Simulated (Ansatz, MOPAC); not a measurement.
Molecule: GeF2, charge 0, multiplicity 1. SMILES: [F][Ge][F]
Structure (B3LYP-D3(BJ)/def2-TZVP (Ansatz, a program for electronic structure) minimum search):
```
Ge
F 1 1.7583
F 1 1.7583 2 97.40
```
Charge 0, spin multiplicity 1.

Wanted: vertical electron affinity to the doublet, in eV. Conventions: open shells spin-unrestricted; each state is the SCF solution reached for its charge and spin; no dispersion term unless named; non-relativistic; PM7 with its own dispersion and hydrogen-bond terms; spin-orbit terms left out. Ab initio and DFT rows: single points at B3LYP-D3(BJ) geometries (Ansatz). Semi-empirical rows: differences of heats of formation at the shared geometry for vertical values. Sets without +, aug- or the D of def2-TZVPD hold no diffuse functions, which anions need.

| species | coefficient | E at B3LYP/STO-3G (Ansatz), Eh | E at wB97M-V/def2-TZVPD (Ansatz), Eh | heat of formation at PM7 (MOPAC), kcal/mol |
|---|---|---|---|---|
| charge -1, doublet | -1 | -2249.61108 | -2276.72716 | -138.03 |
| charge 0, singlet | +1 | -2249.79498 | -2276.71035 | -105.97 |

 1 Eh = 27.2114 eV and 1 eV = 23.0605 kcal/mol.

Question: Compute it at each level from the table.

Answer: 
- B3LYP/STO-3G: the sum of coefficient times E is -0.18390 Eh, or -5.004 eV. Result: -5.00 eV.
- wB97M-V/def2-TZVPD: the sum of coefficient times E is 0.01681 Eh, or 0.457 eV. Result: 0.46 eV.
- PM7: the sum of coefficient times heat of formation is 32.06 kcal/mol, or 1.39 eV.
